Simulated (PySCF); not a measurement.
HoP: f occupation and spin

Unrestricted PBE0; PySCF, spin-free X2C with a Gaussian nucleus, basis sets Ho x2c-TZVPall, P x2c-TZVPall. The search starts from ions with several 4f fillings and holds each by maximum overlap.

The lowest solution has 2Ms+1 = 5, about 10.1 4f electrons, near 2.30 Å.

The lowest solution of each spin and filling, followed along the bond (rough minima from three points):

```tsv
2Ms+1	4f population	⟨S²⟩ at the start	R at minimum (Å)	Te (eV)
5	10.11	6.20	2.30	0.00
7	10.06	12.01	2.44	0.18
3	10.08	3.98	2.46	0.37
3	10.70	3.26	2.55	0.41
```

Solutions at the starting distance of 2.355 Å, counted from the lowest; the search is not exhaustive:

| 2Ms+1 | 4f population | E (eV) | ⟨S²⟩ | ⟨Lz²⟩ | μ (D) |
| --- | --- | --- | --- | --- | --- |
| 5 | 10.11 | 0.00 | 6.20 | 12.1 | -6.69 |
| 5 | 10.03 | 0.16 | 6.29 | 9.0 | -6.67 |
| 7 | 10.06 | 0.21 | 12.01 | 12.9 | -5.45 |
| 7 | 10.05 | 0.22 | 12.01 | 13.1 | -5.47 |
| 5 | 10.06 | 0.25 | 7.00 | 12.9 | -5.60 |
| 5 | 10.06 | 0.28 | 7.00 | 13.2 | -5.61 |
| 7 | 10.02 | 0.33 | 12.01 | 10.1 | -5.67 |
| 3 | 10.08 | 0.38 | 3.98 | 12.7 | -5.33 |
| 3 | 10.07 | 0.40 | 3.97 | 12.9 | -5.35 |
| 5 | 10.08 | 0.43 | 6.99 | 12.7 | -5.44 |
| 7 | 10.09 | 0.46 | 12.02 | 12.1 | -5.58 |
| 3 | 10.70 | 0.55 | 3.26 | 14.1 | -6.48 |
| 3 | 10.94 | 0.67 | 3.11 | 13.6 | -6.91 |

Partly filled real f orbitals mix terms, so no term symbols are given. A population far from a whole number shows f orbitals mixing with d and ligand orbitals, not a clean configuration. A positive dipole means Ho(−)P(+).

Spin–orbit coupling is left out. With d or f electrons several states lie close, and the lowest PBE0 determinant need not be the measured ground state.
